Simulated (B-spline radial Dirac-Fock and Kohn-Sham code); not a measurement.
**Total and shell-resolved photoionisation of La⁺**

System: the La⁺ ion, 1s2 2s2 2p6 3s2 3p6 3d10 4s2 4p6 4d10 5s2 5p6 5d2.

Method: a relativistic central-field model (Hartree-Slater potential of the initial state, Latter tail, multipole expansion of the photon field, Dirac-Fock thresholds). Computed with a B-spline atomic structure program.

Computed thresholds (eV): K 38940.0, L1 6288.8, L2 5908.5, L3 5500.5, M1 1385.4, M2 1225.3, M3 1144.2, M4 866.8, M5 850.0, N1 298.8, N2 238.0, N3 220.7, N4 118.9, N5 116.0, O1 51.02, O2 32.65, O3 30.13, O4 9.90, O5 9.77.

```
photon energy (eV)  total (b)  K (%)  L (%)  M (%)  N (%)  O (%)
             21.22  8.599e+06      –      –      –      –  100.0
               600     911400      –      –      –   93.1    6.9
              1000  2.101e+06      –      –   81.3   17.4    1.3
            1486.9  1.132e+06      –      –   84.2   14.6    1.2
              2000     572300      –      –   83.4   15.2    1.4
              2900     232900      –      –   82.7   15.7    1.6
              3440     152100      –      –   82.3   16.0    1.7
              4000     104000      –      –   81.9   16.3    1.8
              5150      54490      –      –   81.4   16.6    2.0
            5414.7      47840      –      –   81.4   16.6    2.0
             18100       9045      –   79.3   16.5    3.6    0.5
             22600       4901      –   79.3   16.5    3.6    0.6
             26200       3250      –   79.3   16.5    3.6    0.6
             40800       5504   83.0   13.5    2.8    0.6    0.1
            100000      482.0   85.1   11.8    2.4    0.6    0.1
            148000      159.3   85.4   11.5    2.4    0.5    0.1
```

Question: With what power of the photon energy does the total fall between 100000 and 148000 eV?

Answer: As E^-2.82. The non-relativistic Born limit for an s electron far above threshold is E^-3.5; near threshold and at relativistic energies the fall is slower.
